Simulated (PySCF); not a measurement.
C₄H₁₀BN.

```xyz
16

C      2.3022    -0.5976     0.0178
B      0.7783    -0.2084     0.0312
C     -0.4535    -1.0390     0.6055
C     -1.6593    -0.3009     0.0040
C     -1.1864     1.1376    -0.2373
N      0.2454     0.9996    -0.4381
H      2.4572    -1.5193    -0.5682
H      2.9625     0.1811    -0.3939
H      2.6465    -0.8312     1.0396
H     -0.4501    -2.1174     0.3845
H     -0.4383    -0.9530     1.7093
H     -2.5700    -0.3356     0.6220
H     -1.9139    -0.7569    -0.9671
H     -1.4051     1.7820     0.6372
H     -1.6844     1.6022    -1.1055
H      0.7677     1.7926    -0.7879
```
Charge 0, spin multiplicity 1.

Geometry optimised at PBE0-D3(BJ)/def2-SVP. The values are those of a single conformer.

The numbers are results of PBE/pcSseg-1 in PySCF, not measurements. Non-relativistic, no solvent.

**Question.** Give the absolute GIAO shielding of each atom: isotropic value and principal components (ppm). (The exact figures need the calculation; the answer reports its results.)

**Answer.** 
| atom | σ(iso) | σ11 | σ22 | σ33 | span |
|---|---|---|---|---|---|
| C1 | 179.8 | 166.2 | 183.8 | 189.4 | 23.1 |
| B2 | 49.8 | 12.8 | 37.0 | 99.5 | 86.7 |
| C3 | 158.2 | 148.3 | 154.0 | 172.2 | 23.9 |
| C4 | 150.4 | 125.6 | 159.8 | 165.8 | 40.2 |
| C5 | 127.0 | 98.5 | 124.9 | 157.5 | 58.9 |
| N6 | 124.8 | 33.9 | 155.0 | 185.4 | 151.5 |
| H7 | 30.7 | 26.9 | 28.7 | 36.6 | 9.6 |
| H8 | 30.9 | 26.7 | 29.4 | 36.7 | 10.0 |
| H9 | 30.8 | 27.0 | 28.8 | 36.7 | 9.7 |
| H10 | 30.1 | 26.1 | 28.8 | 35.4 | 9.3 |
| H11 | 30.4 | 26.2 | 28.8 | 36.2 | 10.0 |
| H12 | 29.3 | 25.1 | 27.3 | 35.5 | 10.4 |
| H13 | 29.5 | 24.5 | 28.1 | 35.9 | 11.4 |
| H14 | 27.8 | 23.2 | 26.4 | 33.8 | 10.6 |
| H15 | 27.9 | 23.7 | 26.5 | 33.6 | 9.9 |
| H16 | 27.3 | 22.0 | 26.2 | 33.6 | 11.6 |
